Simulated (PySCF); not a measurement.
Si(H)(Cl)(Me)(NH2) (CH6ClNSi), SMILES C[SiH](N)Cl. Atoms are numbered in the order given.

```xyz
10

Si    -0.2549    -0.0485     0.5044
C      1.2278    -1.0365     1.0632
N     -1.5269    -1.1202     0.0564
Cl     0.4023     1.1903    -1.0700
H     -0.7877     0.8713     1.5402
H      0.9708    -1.6660     1.9299
H      1.5838    -1.6901     0.2504
H      2.0574    -0.3690     1.3423
H     -1.3243    -1.8984    -0.5658
H     -2.4495    -0.7427    -0.1422
```

Coordinates come from a B3LYP-D3(BJ)/def2-SVP optimisation. The values are those of a single conformer.

Two levels are set side by side: PBE/pcSseg-1 (PySCF) and HF/pcSseg-1 (PySCF). GIAO shifts against HCl (³⁵Cl), NH3 (¹⁵N), TMS (²⁹Si), TMS (¹H), TMS (¹³C) at the same level; non-relativistic, no solvent, atoms listed together averaged. Without spin–orbit terms, shifts of atoms bonded to Cl or Br come out too high at both levels. Differences are taken from unrounded values.

```csv
quantity,HF,PBE,PBE minus HF
δ(²⁹Si) of Si1 (ppm),-2.4,3.5,5.9
δ(¹³C) of C2 (ppm),3.9,4.5,0.6
δ(¹⁵N) of N3 (ppm),28.5,46.7,18.2
δ(³⁵Cl) of Cl4 (ppm),23.2,101.4,78.2
δ(¹H) of H5 (ppm),4.91,5.65,0.73
```

Rough cost on one machine, each run with all the roots and properties that it gave: HF against PBE within a factor of 2.
